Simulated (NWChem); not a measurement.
System: CrO$_{3}$; SMILES [O]=[Cr](=[O])=[O]

NWChem input:

```
start job
memory heap 200 mb stack 900 mb global 1100 mb
geometry units angstroms noautoz
  Cr     0.000000     0.000000     0.180829
  O     -1.400809     0.540589    -0.210671
  O      0.232241    -1.483431    -0.210671
  O      1.168568     0.942842    -0.210671
end
basis spherical
  * library def2-tzvp
end
dft
  xc becke88 lyp
  iterations 150
  convergence energy 1d-9 density 1d-8 gradient 1d-7
  tolerances tight
end
task dft gradient
```

Excerpt of the output:

```
             Northwest Computational Chemistry Package (NWChem) 7.3.0
             --------------------------------------------------------

 C3  symmetry detected

                             Geometry "geometry" -> ""
                             -------------------------

 Output coordinates in angstroms (scale by  1.889725989 to convert to a.u.)

  No.       Tag          Charge          X              Y              Z
 ---- ---------------- ---------- -------------- -------------- --------------
    1 Cr                  24.0000    -0.00000000    -0.00000000     0.19575000
    2 O                    8.0000    -1.26704477     0.80566755    -0.19575000
    3 O                    8.0000    -0.06420618    -1.50012673    -0.19575000
    4 O                    8.0000     1.33125095     0.69445919    -0.19575000

 Effective nuclear repulsion energy (a.u.)     235.5011378283

      Symmetry information
      --------------------

 Group name             C3
 Group number              5
 Group order               3
 No. of unique centers     2

                                 NWChem DFT Module
                                 -----------------

 Summary of "ao basis" -> "ao basis" (spherical)
 ------------------------------------------------------------------------------
       Tag                 Description            Shells   Functions and Types
 ---------------- ------------------------------  ------  ---------------------
 Cr                        def2-tzvp                15       45   6s4p4d1f
 O                         def2-tzvp                11       31   5s3p2d1f

      Symmetry analysis of basis
      --------------------------

        a          48
        e+         45
        e-         45

  Rotation of axis
  itol2e modified to match energy
  convergence criterion.
  tol_rho modified to match energy
  convergence criterion.

            General Information
            -------------------
          SCF calculation type: DFT
          Wavefunction type:  closed shell.
          No. of atoms     :     4
          No. of electrons :    48
           Alpha electrons :    24
            Beta electrons :    24
          Charge           :     0
          Spin multiplicity:     1
          Use of symmetry is: on ; symmetry adaption is: on
          Maximum number of iterations: 150
          AO basis - number of functions:   138
                     number of shells:    48
          Convergence on energy requested:  1.00D-09
          Convergence on density requested:  1.00D-08
          Convergence on gradient requested:  1.00D-07

              XC Information
              --------------
                    Becke 1988 Exchange Functional  1.000
              Lee-Yang-Parr Correlation Functional  1.000

             Grid Information
             ----------------
          Grid used for XC integration:  medium
          Radial quadrature: Mura-Knowles
          Angular quadrature: Lebedev.
          Tag              B.-S. Rad. Rad. Pts. Rad. Cut. Ang. Pts.
          ---              ---------- --------- --------- ---------
          Cr                  1.40      112           8.0       590
          O                   0.60       49           8.0       434
          Grid pruning is: on
          Number of quadrature shells:   161
          Spatial weights used:  Erf1

      Superposition of Atomic Density Guess
      -------------------------------------

 Sum of atomic energies:       -1267.52786595

      Non-variational initial energy
      ------------------------------

 Total energy =   -1267.193772
 1-e energy   =   -2212.130105
 2-e energy   =     709.435194
 HOMO         =      -0.468508
 LUMO         =      -0.142031

      Symmetry analysis of molecular orbitals - initial
      -------------------------------------------------

  Numbering of irreducible representations:

     1 a           2 e+          3 e-

  Orbital symmetries:

     1 a           2 a           3 e+          4 e+          5 a
     6 a           7 e+          8 e+          9 a          10 e+
    11 e+         12 a          13 a          14 e+         15 e+
    16 e+         17 e+         18 a          19 e+         20 e+
    21 a          22 e+         23 e+         24 a          25 a
    26 e+         27 e+         28 a          29 e+         30 e+
    31 a          32 e+         33 e+         34 e+

   convergence    iter        energy       DeltaE   RMS-Dens  Diis-err
 ---------------- ----- ----------------- --------- --------- ---------
 d= 0,ls=0.0,diis     1  -1268.6892938394 -1.50D+03  4.03D-02  1.66D+01
 d= 0,ls=0.0,diis     2  -1241.1475542266  2.75D+01  2.38D-02  3.45D+02
 d= 0,ls=0.0,diis     3  -1260.0484221128 -1.89D+01  2.48D-03  1.47D+02
 d= 0,ls=0.0,diis     4  -1262.0153327229 -1.97D+00  2.79D-03  1.25D+02
 d= 0,ls=0.0,diis     5  -1262.9696015064 -9.54D-01  8.17D-04  1.13D+02
 d= 0,ls=0.0,diis     6  -1263.3635991475 -3.94D-01  1.37D-02  1.07D+02
 d= 0,ls=0.0,diis     7  -1268.5740355816 -5.21D+00  2.85D-03  3.21D+01
 d= 0,ls=0.0,diis     8  -1269.4880212994 -9.14D-01  3.15D-03  1.50D+01
 d= 0,ls=0.0,diis     9  -1270.2011051115 -7.13D-01  2.42D-03  2.11D+00
 d= 0,ls=0.0,diis    10  -1270.3270864453 -1.26D-01  3.76D-04  2.96D-02
 d= 0,ls=0.0,diis    11  -1270.3291479212 -2.06D-03  5.78D-05  6.56D-04
 d= 0,ls=0.0,diis    12  -1270.3291916441 -4.37D-05  1.04D-05  4.84D-05
 d= 0,ls=0.0,diis    13  -1270.3291948289 -3.18D-06  6.69D-07  1.19D-08
 d= 0,ls=0.0,diis    14  -1270.3291948300 -1.07D-09  1.03D-07  1.74D-09
 d= 0,ls=0.0,diis    15  -1270.3291948301 -6.62D-11  2.97D-08  4.67D-10
 d= 0,ls=0.0,diis    16  -1270.3291948301 -5.78D-11  6.40D-09  1.78D-11

         Total DFT energy =    -1270.329194830127
      One electron energy =    -2214.516737486586
           Coulomb energy =      783.023866418267
    Exchange-Corr. energy =      -74.337461590144
 Nuclear repulsion energy =      235.501137828336

 Numeric. integr. density =       47.999993077702

                  Occupations of the irreducible representations
                  ----------------------------------------------

                     irrep           alpha         beta
                     --------     --------     --------
                     a                10.0         10.0
                     e+               14.0         14.0
                     e-                0.0          0.0

                       DFT Final Molecular Orbital Analysis
                       ------------------------------------

 Vector   22  Occ=2.000000D+00  E=-3.047103D-01  Symmetry=e+
              MO Center=  5.2D-02,  4.6D-02, -1.9D-01, r^2= 2.9D+00
   Bfn.  Coefficient  Atom+Function         Bfn.  Coefficient  Atom+Function
  ----- ------------  ---------------      ----- ------------  ---------------
    82      0.237380  3 O  px               115      0.237048  4 O  pz
    52      0.230205  2 O  py                10     -0.198121  1 Cr px
   118      0.198495  4 O  pz                85      0.197404  3 O  px
    55      0.190109  2 O  py                53     -0.144115  2 O  pz
    88      0.135237  3 O  px               121      0.135487  4 O  pz

 Vector   23  Occ=2.000000D+00  E=-3.047103D-01  Symmetry=e+
              MO Center= -5.2D-02, -4.6D-02, -1.9D-01, r^2= 2.9D+00
   Bfn.  Coefficient  Atom+Function         Bfn.  Coefficient  Atom+Function
  ----- ------------  ---------------      ----- ------------  ---------------
    84      0.220064  3 O  pz               114     -0.219949  4 O  py
    11      0.198121  1 Cr py                51     -0.197948  2 O  px
    53     -0.190514  2 O  pz                87      0.184274  3 O  pz
   117     -0.183072  4 O  py                54     -0.161927  2 O  px
    56     -0.159530  2 O  pz                83      0.150843  3 O  py

 Vector   24  Occ=2.000000D+00  E=-2.762161D-01  Symmetry=a
              MO Center= -1.1D-13, -2.1D-13, -1.9D-01, r^2= 2.8D+00
   Bfn.  Coefficient  Atom+Function         Bfn.  Coefficient  Atom+Function
  ----- ------------  ---------------      ----- ------------  ---------------
    82      0.294058  3 O  px               114      0.260955  4 O  py
    52     -0.248369  2 O  py                85      0.247372  3 O  px
   117      0.219525  4 O  py                55     -0.208936  2 O  py
    88      0.184702  3 O  px               120      0.163910  4 O  py
    51     -0.157929  2 O  px                58     -0.156004  2 O  py

 Vector   25  Occ=0.000000D+00  E=-2.205046D-01  Symmetry=a
              MO Center=  7.3D-15,  2.1D-15,  4.5D-01, r^2= 1.7D+00
   Bfn.  Coefficient  Atom+Function         Bfn.  Coefficient  Atom+Function
  ----- ------------  ---------------      ----- ------------  ---------------
    21      0.486361  1 Cr d  0              26      0.281310  1 Cr d  0
    18      0.220739  1 Cr pz                 5      0.213539  1 Cr s
    31      0.204787  1 Cr d  0               3     -0.192238  1 Cr s
     4     -0.154585  1 Cr s                 53      0.105068  2 O  pz
    84      0.105068  3 O  pz               115      0.105068  4 O  pz

[...]

                         DFT ENERGY GRADIENTS

    atom               coordinates                        gradient
                 x          y          z           x          y          z
   1 Cr     -0.000000  -0.000000   0.369914   -0.000000  -0.000000  -0.041501
   2 O      -2.394367   1.522491  -0.369914    0.048168  -0.030626   0.013834
   3 O      -0.121332  -2.834828  -0.369914    0.002439   0.057028   0.013834
   4 O       2.515700   1.312338  -0.369914   -0.050607  -0.026402   0.013834
```

Level: BLYP/def2-TZVP. The geometry was optimised at PBE0/def2-SVP.
